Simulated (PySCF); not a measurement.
Below is a simulated gas-phase C 1s photoelectron spectrum of `C#C[P@+](C)([AlH3-])C1CC1`.

Every computed line was given a Gaussian of 0.6 eV full width at half maximum and an area set by the number of equivalent atoms; the highest printed point is 100. Method used: delta-SCF UKS SCAN, pcX-2 on the ionised atom, pcseg-1 elsewhere, spin-free X2C in PySCF 2.14.0.

(binding energy (eV), intensity): (289.8, 0), (289.9, 0), (290.0, 1), (290.1, 3), (290.2, 7), (290.3, 14), (290.4, 24), (290.5, 39), (290.6, 57), (290.7, 76), (290.8, 91), (290.9, 100), (291.0, 98), (291.1, 85), (291.2, 65), (291.3, 44), (291.4, 25), (291.5, 13), (291.6, 6), (291.7, 2), (291.8, 1), (291.9, 0)

**Question.** Count the maxima, the lines and the sites behind this envelope.

**Answer.** The curve has 1 maximum (at 290.9 eV). Under it lie 6 lines from 6 inequivalent carbon sites. At this width some lines have no maximum of their own.

**Question.** Decompose the envelope and assign each component. Numbering: `[CH:1]#[C:2][P@+:3]([CH3:4])([AlH3-:5])[CH:6]1[CH2:7][CH2:8]1`.

**Answer.** 
```tsv
position (eV)	relative area	line	atoms	environment
290.63	1	C 1s	C1	terminal alkyne carbon
290.78	1	C 1s	C2	alkyne carbon
290.97	1	C 1s	C7	three-membered-ring carbon
290.99	1	C 1s	C8	three-membered-ring carbon
291.01	1	C 1s	C6	sp3 carbon bound to phosphorus
291.06	1	C 1s	C4	sp3 carbon bound to phosphorus
```

**Question.** What are the centre and the root-mean-square width of the whole band?

**Answer.** The area-weighted mean of the lines is 290.91 eV. Their own spread about it is 0.15 eV (rms) and each Gaussian has σ = 0.6/2.355 = 0.25 eV; the variances add, which gives 0.30 eV.

Lowest listed C 1s: C1, bonded to C (triple bond) and H. Highest, 0.43 eV above it: C4, bonded to 3 H and P. The widest gap between neighbouring values is 0.19 eV, between 290.78 and 290.97 eV. Summing the Pauling electronegativity differences to the bonded atoms, each weighted by its formal bond order, gives -0.35 for the lowest site and -1.41 for the highest; the largest sum, -0.35, belongs to C1, 0.43 eV below the top. The smallest sum, -1.41, belongs to C4, 0.43 eV above the lowest. The values 290.97, 290.99, 291.01 and 291.06 eV lie too close for their order to be trusted.

Shake-up satellites, vibrational structure and lifetime widths aren't simulated. The unrestricted hole states depart most from a pure doublet (⟨S²⟩ = 0.75; over 0.85 named) for C 1s of C2 (0.86), which makes this value less certain. Isolated species at its PBE0-D3(BJ)/def2-SVP geometry (one conformer only).

The run took 3.3 min of wall time on one thread of an Arm Neoverse V2, shared host with 96 logical CPUs at a one-minute load of 48, and the process peaked at 0.68 GiB of memory.

Conformer computed: `[CH:1]#[C:2][P@+:3]([CH3:4])([AlH3-:5])[CH:6]1[CH2:7][CH2:8]1`: C2–P3–C6–C7 91°.
